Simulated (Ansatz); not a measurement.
C3H4F4O can be A, `FCOC(F)C(F)F`, or B, `FCCOC(F)(F)F`.

Gas-phase electronic energies from Ansatz, PBE0-D4/def2-TZVP geometries. CCSD(T)/CBS adds triple-zeta CCSD(T) − MP2 to the extrapolated MP2 energy (def2 sets, frozen cores). DFT in def2-TZVPP. B3LYP here is the variant with VWN-RPA as its local correlation; programs differ in this. One conformer a species, not always the lowest.

Task: Which is lower in electronic energy at CCSD(T)/CBS, and by how much? (Estimate.)

Result: Ansatz gave: B, by 40.3 kJ/mol.

Task: Give E(B) − E(A) in kJ/mol with B3LYP-D4, CCSD(T)/def2-TZVPP, PBE-D4, CCSD/def2-TZVPP, B2PLYP, ωB97M-V, HF/def2-TZVPP. (Estimate.)

Result: The calculation gave: B3LYP-D4 -36.1, CCSD(T)/def2-TZVPP -41.7, PBE-D4 -37.1, CCSD/def2-TZVPP -42.3, B2PLYP -38.2, ωB97M-V -43.6, HF/def2-TZVPP -46.4. None reverses the order clearly.

Largest T1 diagnostic: 0.012.

From PBE to PBE0 (25 % exact exchange), in def2-TZVPP and without D4, E(B) − E(A) moves by −6.5 kJ/mol. In def2-TZVPP, CCSD(T) changes the Hartree–Fock value by +4.7 kJ/mol (the triples alone add +0.6 kJ/mol) and MP2 by +3.0 kJ/mol.
